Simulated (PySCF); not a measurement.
Job file and geometry (Å, from GFN2-xTB) of an NMR shielding run on `C(C[Si@@H](OC)CCl)Cl`, C4H10Cl2OSi, GIAO PBE0/pcSseg-1 NMR shielding, non-relativistic, gas phase in PySCF; density fitting, a coarse starting grid and PySCF grid level 2 are the driver's defaults:

```
$ OMP_NUM_THREADS=1 python probes_run.py task.json out

{"job": {"kind": "nmr", "xc": "PBE0", "basis": "pcSseg-1"}, "charge": 0, "multiplicity": 1}
C     -2.569436    -0.311640     0.378878
O     -1.234893    -0.654912     0.107918
Si    -0.135314     0.109919    -0.800851
C      0.152525     1.898252    -0.172045
Cl    -1.282457     2.884377    -0.583117
C      1.381062    -1.025331    -0.617224
C      1.925644    -1.152945     0.790610
Cl     2.628530     0.388964     1.342293
H     -2.639553     0.703616     0.769851
H     -2.950677    -1.017042     1.117393
H     -3.168112    -0.377151    -0.530847
H     -0.524972     0.216276    -2.211016
H      1.004679     2.395098    -0.627706
H      0.261269     1.957873     0.908853
H      1.101917    -2.025185    -0.949195
H      2.173295    -0.684123    -1.281189
H      2.729604    -1.887988     0.848818
H      1.138130    -1.411740     1.496918
```

Problem. Write the output of this run.

Solution. 
```
coarse grid: 16504 points
cycle   1  E = -1442.6802145694  dE =  7.377e-01  |g| = 6.868e-01  |ddm| = 3.721e+00
cycle   2  E = -1442.5701379384  dE =  1.101e-01  |g| = 1.040e+00  |ddm| = 1.547e+00
cycle   3  E = -1442.7694886401  dE = -1.994e-01  |g| = 1.116e-01  |ddm| = 1.068e+00
cycle   4  E = -1442.7718582400  dE = -2.370e-03  |g| = 3.506e-02  |ddm| = 1.250e-01
cycle   5  E = -1442.7721095972  dE = -2.514e-04  |g| = 8.599e-03  |ddm| = 3.163e-02
cycle   6  E = -1442.7721263107  dE = -1.671e-05  |g| = 2.413e-03  |ddm| = 9.698e-03
cycle   7  E = -1442.7721275118  dE = -1.201e-06  |g| = 5.204e-04  |ddm| = 2.674e-03
final grid: 145184 points
cycle   8  E = -1442.8276025024  dE = -3.535e-05  |g| = 1.170e-02  |ddm| = 2.320e-02
cycle   9  E = -1442.8275795283  dE =  2.297e-05  |g| = 1.588e-02  |ddm| = 1.798e-02
cycle  10  E = -1442.8276284561  dE = -4.893e-05  |g| = 1.804e-03  |ddm| = 1.159e-02
cycle  11  E = -1442.8276290280  dE = -5.720e-07  |g| = 3.469e-04  |ddm| = 1.804e-03
cycle  12  E = -1442.8276290529  dE = -2.484e-08  |g| = 8.554e-05  |ddm| = 3.516e-04
cycle  13  E = -1442.8276290544  dE = -1.528e-09  |g| = 2.947e-05  |ddm| = 1.072e-04
cycle  14  E = -1442.8276290546  dE = -2.074e-10  |g| = 5.252e-06  |ddm| = 2.661e-05
converged SCF energy = -1442.8276290546

GIAO shielding tensors (ppm)
atom      isotropic    diamagn.    paramagn.     s11        s22        s33       span
  0 C      130.905     240.979    -110.074    103.648    106.559    182.508     78.860
  1 O      328.006     399.450     -71.444    279.143    338.333    366.542     87.398
  2 Si     357.446     880.079    -522.632    334.384    353.707    384.248     49.864
  3 C      150.510     253.801    -103.291    130.673    139.245    181.612     50.939
  4 Cl     922.711    1145.887    -223.176    817.210    863.358   1087.565    270.354
  5 C      162.404     254.625     -92.221    149.360    161.871    175.982     26.622
  6 C      140.797     246.215    -105.418    109.749    137.086    175.557     65.808
  7 Cl     836.690    1147.813    -311.123    655.475    798.094   1056.502    401.028
  8 H       27.413      28.276      -0.863     21.684     27.978     32.578     10.894
  9 H       27.764      27.563       0.201     23.134     25.505     34.652     11.518
 10 H       27.829      27.243       0.586     24.390     24.655     34.441     10.052
 11 H       26.768      29.486      -2.718     23.815     24.838     31.650      7.835
 12 H       28.804      30.280      -1.476     21.620     29.628     35.163     13.543
 13 H       28.181      31.253      -3.073     21.413     27.509     35.619     14.206
 14 H       30.624      31.453      -0.829     25.920     28.101     37.850     11.930
 15 H       30.922      31.235      -0.313     27.159     29.471     36.135      8.976
 16 H       27.883      28.223      -0.340     21.000     27.239     35.408     14.408
 17 H       27.905      30.327      -2.423     23.636     27.060     33.018      9.382
```

Problem. Turn these shieldings into chemical shifts. Referencing at the same level of theory: 13C (σ = 186.93 ppm) and 29Si (σ = 349.16 ppm) and 1H (σ = 31.72 ppm) vs TMS; H2O for 17O (σ = 336.08 ppm); 35Cl (σ = 949.78 ppm) against HCl.

Solution. Averaging equivalent atoms: C 0: 56.0; C 6: 46.1; C 3: 36.4; C 5: 24.5; O 1: 8.1; Si 2: -8.3; Cl 7: 113; Cl 4: 27; H 11: 4.95; H 8/9/10: 4.05; H 16: 3.83; H 17: 3.81; H 13: 3.54; H 12: 2.91; H 14: 1.09; H 15: 0.80 ppm. Experimental scales use liquid or dissolved standards, which lie at an offset from isolated H2O (liquid H2O: subtract about 36 ppm).

Size and cost of the density-fitted run: 207 basis functions, 44 s wall time on 1 thread of an Arm Neoverse V1, shared host; peak memory 0.94 GiB.
